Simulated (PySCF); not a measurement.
**Correlation energy of Os (osmium, neutral)**

[Xe] 4f14 5d6 6s1 6p1, one real determinant (an excited configuration). Calculation: PySCF 2.14, in def2-QZVPPD with the def2 core potential (60 electrons); a scalar-relativistic core potential. Frozen: 5s2 5p6; 8 electrons correlated.

MP2 pair energies summed by pair of shells (mhartree):

```
 pair  energy  share (%)
5d-5d  -99.49       71.2
5d-6s  -25.60       18.3
5d-6p  -12.74        9.1
6s-6p   -1.81        1.3
```

Total MP2 correlation energy: -139.65 mhartree.

Same-spin part -84.84 and opposite-spin part -54.81 mhartree; SCS-MP2 scales them by 1/3 and 6/5 to -94.05 mhartree.

The reference is one real determinant that mixes LS terms of this configuration.
